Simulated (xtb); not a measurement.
CdCl2, charge +1, doublet, from a rough starting geometry (GFN-xTB shapes and energies of metal compounds can be far from the true ones) (a state made from the parent by changing its charge; the spin is typed, not shown lowest); GFN2-xTB (xtb).

Here is a job for xtb.
```
$ xtb mol.xyz --gfn 2 --chrg 1 --uhf 1 --opt vtight --json

# file mol.xyz
3

Cd     0.03128739     0.02189385    -0.08208023
Cl     1.61674601     0.37553805    -1.54616861
Cl    -1.60292434    -0.37949446     1.51918530
```

What the program printed (banner, timings and long lists left out):

```
   ID    Z sym.   atoms
    1   48 Cd     1
    2   17 Cl     2, 3

           -------------------------------------------------
          |                Calculation Setup                |
           -------------------------------------------------

           -------------------------------------------------
          |                 G F N 2 - x T B                 |
           -------------------------------------------------

          ...................................................
          :                      SETUP                      :
          :.................................................:
          :  # basis functions                  24          :
          :  # atomic orbitals                  22          :
          :  # shells                            8          :
          :  # electrons                        15          :
          :  max. iterations                   250          :
          :  Hamiltonian                  GFN2-xTB          :
          :  restarted?                      false          :
          :  GBSA solvation                  false          :
          :  PC potential                    false          :
          :  electronic temp.          300.0000000     K    :
          :  accuracy                    1.0000000          :
          :  -> integral cutoff          0.2500000E+02      :
          :  -> integral neglect         0.1000000E-07      :
          :  -> SCF convergence          0.1000000E-05 Eh   :
          :  -> wf. convergence          0.1000000E-03 e    :
          :  Broyden damping             0.4000000          :
          :  net charge                          1          :
          :  unpaired electrons                  1          :
          ...................................................

 iter      E             dE          RMSdq      gap      omega  full diag
   1     -9.1679858 -0.916799E+01  0.250E+01    3.92       0.0  T
   2     -9.1431726  0.248132E-01  0.146E+01    4.97       1.0  T
   3     -8.6720130  0.471160E+00  0.131E+01    2.33       1.0  T
   4     -9.1214965 -0.449483E+00  0.580E+00    3.98       1.0  T
   5     -9.1987140 -0.772175E-01  0.216E+00    4.13       1.0  T
   6     -9.1683748  0.303392E-01  0.366E+00    4.34       1.0  T
   7     -9.1953050 -0.269302E-01  0.169E+00    4.43       1.0  T
   8     -9.2047990 -0.949398E-02  0.145E-01    4.41       1.0  T
   9     -9.2037902  0.100885E-02  0.583E-01    4.40       1.0  T
[...]
 * total energy  :    -9.2070516 Eh     change       -0.1703447E-03 Eh
 * total energy  :    -9.2073462 Eh     change       -0.2945644E-03 Eh
 * total energy  :    -9.2074157 Eh     change       -0.6951331E-04 Eh
 * total energy  :    -9.2074322 Eh     change       -0.1648296E-04 Eh
 * total energy  :    -9.2074401 Eh     change       -0.7935211E-05 Eh
 * total energy  :    -9.2074444 Eh     change       -0.4332070E-05 Eh
 * total energy  :    -9.2074463 Eh     change       -0.1884172E-05 Eh
 * total energy  :    -9.2074473 Eh     change       -0.9654869E-06 Eh
 * total energy  :    -9.2074478 Eh     change       -0.4691352E-06 Eh
 * total energy  :    -9.2074480 Eh     change       -0.2497083E-06 Eh
 * total energy  :    -9.2074481 Eh     change       -0.1360090E-06 Eh
 * total energy  :    -9.2074482 Eh     change       -0.7373120E-07 Eh
   *** GEOMETRY OPTIMIZATION CONVERGED AFTER 31 ITERATIONS ***
         :: total energy              -9.207448212073 Eh    ::
[...]
        17                         -0.2197590              -5.9799
        18                         -0.2197549              -5.9798
        19                         -0.2197349              -5.9793
       ...                                ...                  ...
        22                          0.1135671               3.0903
      -------------------------------------------------------------
                  HL-Gap            0.1132034 Eh            3.0804 eV
             Fermi-level           -0.6424502 Eh          -17.4820 eV

     #   Z          covCN         q      C6AA      α(0)
     1  48 Cd       1.543     0.493   189.562    26.427
     2  17 Cl       0.772     0.253    91.767    14.654
     3  17 Cl       0.772     0.253    91.767    14.654

 Mol. C6AA /au·bohr⁶  :       1074.863777
 Mol. C8AA /au·bohr⁸  :      65409.629251
 Mol. α(0) /au        :         55.734773

Wiberg/Mayer (AO) data.
largest (>0.10) Wiberg bond orders for each atom

 ---------------------------------------------------------------------------
     #   Z sym  total        # sym  WBO       # sym  WBO       # sym  WBO
 ---------------------------------------------------------------------------
     1  48 Cd   1.828 --     3 Cl   0.914     2 Cl   0.914
     2  17 Cl   1.355 --     1 Cd   0.914     3 Cl   0.440
     3  17 Cl   1.355 --     1 Cd   0.914     2 Cl   0.440
 ---------------------------------------------------------------------------

Topologies differ in total number of bonds
Writing topology from bond orders to xtbtopo.mol

molecular dipole:
                 x           y           z       tot (Debye)
 q only:       -0.304       0.164      -0.329
   full:       -0.676       0.335      -0.621       2.484
molecular quadrupole (traceless):
                xx          xy          yy          xz          yz          zz
 q only:        1.525       0.283      -3.261      -2.703      -1.881       1.736
  q+dip:        2.480      -0.422      -4.646      -1.970      -2.914       2.165
   full:        1.490      -0.114      -2.970      -1.589      -1.834       1.480

optimized geometry written to: xtbopt.xyz

           -------------------------------------------------
          | TOTAL ENERGY               -9.207448212073 Eh   |
          | GRADIENT NORM               0.000016220904 Eh/α |
          | HOMO-LUMO GAP               3.080421222473 eV   |
           -------------------------------------------------

normal termination of xtb
```
